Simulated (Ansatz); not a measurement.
Program: Ansatz. Geometries: PBE0-D4/def2-TZVP. ΔE: electronic, gas phase. CCSD(T)/CBS adds triple-zeta CCSD(T) − MP2 to the extrapolated MP2 energy (def2 sets, frozen cores). This one scheme is used for every species. Functionals use def2-TZVPP. Elements past krypton have def2 core potentials. For Te outer-core shells are correlated without core-valence functions, which leaves a few kJ/mol of doubt a bond.

Reaction (formal exchange of groups at a Te–C bond): `FC([SiH3])[TeH]` + BH₃ → `B[TeH]` + `FC[SiH3]`

```
          species  BLYP energy (Eh)
`FC([SiH3])[TeH]`        -698.42333
              BH₃         -26.59164
         `B[TeH]`        -294.60219
       `FC[SiH3]`        -430.45909
```

(1) Work out ΔE.

Largest T1 diagnostic among the species: 0.015.

Answers

(1) ΔE = (-294.60219) + (-430.45909) − (-698.42333) − (-26.59164) = -0.04631 Eh = -121.6 kJ/mol. CCSD(T)/CBS gives -114.7 kJ/mol.

At CCSD(T), def2-SVP lies −18.5 kJ/mol from the extrapolated value and def2-TZVPP −4.7 kJ/mol. The D4 term adds +8.6 kJ/mol with B3LYP and +4.6 kJ/mol with PBE0; it sums over pairs of atoms, weighted by their polarisabilities, and B3LYP, whose exchange is more repulsive, gets the larger term.

B3LYP here is the variant with VWN-RPA as its local correlation; programs differ in this.
